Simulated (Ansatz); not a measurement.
The cluster Al₂Cu₈. Total charge 0; singlet. Geometry PBE-D4/def2-SVP.

```xyz
10

Al    1.381    1.296   -0.576
Al    2.667    0.207    1.396
Cu   -0.182    0.691    1.279
Cu   -1.461   -1.264    0.606
Cu    0.004   -0.683   -1.260
Cu    2.580   -0.777   -0.836
Cu   -2.574    0.868    0.816
Cu    0.975   -1.457    0.828
Cu   -1.015    1.511   -0.871
Cu   -2.375   -0.390   -1.381
```

The restricted singlet is unstable towards broken spin symmetry in Hartree–Fock (as tested in another run); at HF/STO-3G, PBE-D4/def2-SVP, r2SCAN-D4/def2-SVP, PBE0-D4/def2-SVP this wasn't settled. Another isomer (singlet) lies 0.50 eV lower at PBE0-D4/def2-SVP; other spin states weren't run for this one.

Estimate the orbital energies around the gap (eV) in Ansatz with HF/STO-3G, PBE-D4/def2-SVP, r2SCAN-D4/def2-SVP, PBE0-D4/def2-SVP.


| orbital | HF/STO-3G | PBE-D4/def2-SVP | r2SCAN-D4/def2-SVP | PBE0-D4/def2-SVP |
| --- | --- | --- | --- | --- |
| HOMO−9 | -10.41 | -5.37 | -5.48 | -7.11 |
| HOMO−8 | -9.84 | -5.36 | -5.46 | -6.95 |
| HOMO−7 | -8.78 | -5.34 | -5.44 | -6.93 |
| HOMO−6 | -7.71 | -5.25 | -5.34 | -6.84 |
| HOMO−5 | -7.39 | -5.21 | -5.30 | -6.77 |
| HOMO−4 | -7.35 | -5.15 | -5.24 | -6.64 |
| HOMO−3 | -6.69 | -5.07 | -5.16 | -6.31 |
| HOMO−2 | -4.24 | -4.87 | -4.90 | -5.53 |
| HOMO−1 | -4.10 | -4.22 | -4.23 | -4.70 |
| HOMO | -3.69 | -4.11 | -4.12 | -4.51 |
| LUMO | 0.64 | -3.56 | -3.50 | -2.94 |
| LUMO+1 | 0.80 | -3.08 | -2.97 | -2.35 |
| LUMO+2 | 0.92 | -2.82 | -2.75 | -2.12 |
| LUMO+3 | 1.52 | -2.68 | -2.55 | -1.95 |
| LUMO+4 | 2.18 | -2.08 | -1.95 | -1.30 |
| LUMO+5 | 4.05 | -2.04 | -1.88 | -1.23 |
